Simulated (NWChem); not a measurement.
Molecule: C$_{2}$H$_{4}$AlFO; SMILES [Al]([CH]=C)([F])[OH]

```xyz
9

Al     0.0428    -0.4236     0.0000
F     -0.8629    -1.8218     0.0000
C     -0.7723     1.3198     0.0000
C     -0.0153     2.4285     0.0000
H     -1.8623     1.4532     0.0000
H     -0.4490     3.4371     0.0000
H      1.0804     2.3835     0.0000
O      1.7330    -0.5313     0.0000
H      2.2556    -1.3339     0.0000
```
Atoms are numbered in this order, from 1.

Program: NWChem. Pople sets run with spherical d functions. Coordinates come from a PBE0/def2-SVP optimisation. Atomic charges in e: unrestrained fits to the electrostatic potential beside Mulliken populations; buried atoms are poorly determined by the fit.

Problem. What does the run give for Hartree-Fock/6-31G*? Quantities: ESP Al1; Mulliken Al1; ESP F2; Mulliken F2; ESP C3; Mulliken C3; ESP C4; Mulliken C4; ESP O8; Mulliken O8; relative RMS misfit of the potential (%).

Solution. The ESP Al1 is 1.30 and the Mulliken Al1 is 1.30. The ESP F2 is -0.53. The Mulliken F2 is -0.61. The ESP C3 is -0.58. The Mulliken C3 comes out as -0.44 and the ESP C4 is -0.12. The Mulliken C4 is -0.34. The ESP O8 comes out as -0.92 and the Mulliken O8 is -0.96. The relative RMS misfit of the potential (%) comes out as 24.
